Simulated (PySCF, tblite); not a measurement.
Isomers of CH10O2Si3. Level: GFN2-xTB in tblite, geometry and Hessian alike; calculated harmonic values, unscaled, isolated species. Against measured fundamentals such values can be off by several per cent, at times by over 20. Modes of hydrogen on silicon can be 10 to 20 % off. One conformer each.

Electronic energies: PBE0-D3(BJ)/def2-SVP at its own geometries (PySCF, gas phase).

| SMILES | electronic energy, lowest = 0 (kcal/mol) |
| --- | --- |
| CO[Si@@H]([SiH3])O[SiH3] | 23.2 |
| C[Si@H]([SiH3])O[SiH2]O | 0.6 |
| O[Si@H](C[SiH3])O[SiH3] | 0.0 |

**Question.** How do GFN2-xTB zero-point energies change the relative energies?

**Answer.** 
| SMILES | ZPE (kcal/mol) | of it from modes above 1550 cm⁻¹ | electronic (kcal/mol) | with ZPE, lowest = 0 (kcal/mol) | lowest mode (cm⁻¹) | rings |
| --- | --- | --- | --- | --- | --- | --- |
| O[Si@H](C[SiH3])O[SiH3] | 63.3 | 36.3 | 0.0 | 0.0 | 28 | 0 |
| C[Si@H]([SiH3])O[SiH2]O | 64.7 | 37.4 | 0.6 | 2.0 | 11 | 0 |
| CO[Si@@H]([SiH3])O[SiH3] | 63.9 | 35.0 | 23.2 | 23.8 | 12i | 0 |

The zero-point energies span 1.4 kcal/mol, from `O[Si@H](C[SiH3])O[SiH3]` to `C[Si@H]([SiH3])O[SiH2]O`. Slightly imaginary modes are left out of the zero-point energy: `CO[Si@@H]([SiH3])O[SiH3]` 11.5i cm⁻¹. The order is unchanged.

**Question.** And how do the electronic energies of GFN2-xTB itself compare?

**Answer.** `O[Si@H](C[SiH3])O[SiH3]` 0.0; `C[Si@H]([SiH3])O[SiH2]O` 6.2; `CO[Si@@H]([SiH3])O[SiH3]` 4.3 kcal/mol, lowest = 0. Against the energies above, taken from the same isomer `O[Si@H](C[SiH3])O[SiH3]`, the largest difference is 18.9 kcal/mol. The two levels were optimised apart and needn't hold the same conformer.
